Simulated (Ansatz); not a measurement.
Reaction (ligand exchange at a Ge–I bond): `[CH3][GeH2][I]` + H₂Se → `[CH3][GeH2][SeH]` + HI

Isolated molecules relaxed with PBE0-D4/def2-TZVP in Ansatz; ΔE leaves out vibrations. CCSD(T)/CBS adds triple-zeta CCSD(T) − MP2 to the extrapolated MP2 energy (def2 sets, frozen cores). DFT in def2-TZVPP. Elements past krypton have def2 core potentials. For Ge, I, Se outer-core shells are correlated without core-valence functions, which leaves a few kJ/mol of doubt a bond. Scalar relativity is left out up to krypton. Each species was taken in one conformer, which may not be the lowest.

```json
{"level": "r2SCANh", "ΔE (kcal/mol)": "7.1"}
{"level": "MP2/def2-TZVPP", "ΔE (kcal/mol)": "6.9"}
```

Question: What does CCSD(T)/CBS give? (Best estimate.)

Answer: Computed: +7.3 kcal/mol. The listed levels differ from it by -0.2, -0.4 kcal/mol.

Largest T1 diagnostic among the species: 0.010.

Leaving LDA and LC-ωPBE aside and taking each functional with its dispersion term where it has one, the values, not all of them listed here, spread over 1.5 kcal/mol, from revPBE-D4 to BHLYP-D4. From BLYP to BHLYP (50 % exact exchange), in def2-TZVPP and without D4, ΔE moves by +0.8 kcal/mol. In def2-TZVPP, CCSD(T) changes the Hartree–Fock value by −2.3 kcal/mol (the triples alone add −0.2 kcal/mol) and MP2 by −1.4 kcal/mol.
